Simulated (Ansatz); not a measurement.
NaI2. The state is a quartet with charge 0. Geometry B3LYP-D4/def2-TZVP; atoms count from 1.

Cartesian coordinates in Å:
```
Na -0.219 -2.398 0.820
I 1.546 0.911 -0.868
I -1.327 1.487 0.048
```

In the def2 sets I takes a core potential; there is no spin–orbit coupling. In the quartet, I2 and I3 lie 3.07 Å apart (atoms count from 1), so these atoms are partly bonded to each other. At PBE0-D4/def2-TZVP a doublet of charge 0 lies 3.65 eV below the quartet, each at its own geometry. The structure comes from a short search, and lower isomers may exist.

Estimate the Mulliken populations from the PBE0/def2-TZVP orbitals of Ansatz.


```json
{"atom": "Na1", "charge (e)": "-0.04", "spin (α − β)": "1.00"}
{"atom": "I2", "charge (e)": "0.02", "spin (α − β)": "1.00"}
{"atom": "I3", "charge (e)": "0.02", "spin (α − β)": "1.00"}
```
Mulliken values and Mayer orders depend strongly on the basis.

Where does the spin sit?

Summed by element: Na 1.00, I 2.00, of 3 unpaired in all. Largest on single atoms: I3 1.00, I2 1.00, Na1 1.00.

And the Mayer bond orders between bonded heavy atoms (over 0.3)?

I2–I3 1.05 (3.07 Å).
